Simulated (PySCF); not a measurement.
Sn(Me)(OH) (CH₄OSn), SMILES [CH3][Sn][OH] (connectivity only; charge and spin as stated), neutral, multiplicity 1. Atoms are numbered in the order given.

```xyz
7

Sn     0.3785     0.1110     0.0000
C     -0.7254    -1.7806     0.0000
H     -0.4738    -2.3816    -0.8895
H     -1.8023    -1.5553     0.0000
H     -0.4738    -2.3816     0.8895
O     -1.3311     1.1667     0.0000
H     -1.1736     2.1183     0.0000
```

The structure is a stationary point at PBE0-D3(BJ)/def2-SVP. The def2 effective core potentials stand for the cores of Sn; spin–orbit coupling is left out. Other conformers were not sampled.

Level of theory: C-PCM-B3LYP/def2-SVP (PySCF 2.14.0).

The values are the electrostatic part of the solvation free energy, E(continuum) − E(gas) at the gas-phase geometry, in a cavity of scaled van der Waals radii (PySCF's table); cavitation and dispersion terms are not included. A continuum can't describe solvent molecules that bind to the metal. In vacuum the orbital gap is 3.77 eV. The dipole moment in vacuum is 1.49 D.

Computed values in water (ε = 78.36), dimethylsulfoxide (ε = 46.83), ethanol (ε = 24.85):
```csv
solvent,ε,ΔG(elec) (kcal/mol),dipole (D),gap (eV)
water,78.36,-4.9,2.01,3.92
dimethylsulfoxide,46.83,-4.8,2.00,3.92
ethanol,24.85,-4.7,1.99,3.91
```
